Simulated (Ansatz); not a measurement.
Reaction (ligand exchange at the Si–S bond): `FCS[SiH3]` + `OC(O)(O)F` → `OC(O)(F)O[SiH3]` + `FCS`

Gas-phase electronic energies from Ansatz, PBE0-D4/def2-TZVP geometries. CCSD(T)/CBS is the MP2 limit (def2-TZVPP, def2-QZVPP) plus CCSD(T) − MP2 in def2-TZVPP, frozen cores. DFT in def2-TZVPP. B3LYP here is the variant with VWN-RPA as its local correlation; programs differ in this. Each species was taken in one conformer, which may not be the lowest.

Is it downhill or uphill in electronic energy at CCSD(T)/CBS, and by how much? (Estimate.)

The calculation gave: Downhill: ΔE = -33.5 kJ/mol.

What do these levels give: PBE-D4, B3LYP-D4, ωB97M-V, r2SCAN, PBE0, B3LYP, SCS-MP2/def2-TZVPP, CCSD/def2-TZVPP, CCSD(T)/def2-TZVPP, MP2/def2-QZVPP, HF/CBS(def2), CCSD/CBS(def2)? (Estimate.)

Ansatz gave: PBE-D4 -19.7, B3LYP-D4 -36.1, ωB97M-V -34.5, r2SCAN -29.5, PBE0 -23.2, B3LYP -36.5, SCS-MP2/def2-TZVPP -38.6, CCSD/def2-TZVPP -38.4, CCSD(T)/def2-TZVPP -35.6, MP2/def2-QZVPP -33.1, HF/CBS(def2) -51.0, CCSD/CBS(def2) -36.2 kJ/mol.

Largest T1 diagnostic among the species: 0.012.

From PBE to PBE0 (25 % exact exchange), in def2-TZVPP and without D4, ΔE moves by −3.3 kJ/mol. In def2-TZVPP, CCSD(T) changes the Hartree–Fock value by +13.4 kJ/mol (the triples alone add +2.8 kJ/mol) and MP2 by +15.3 kJ/mol.
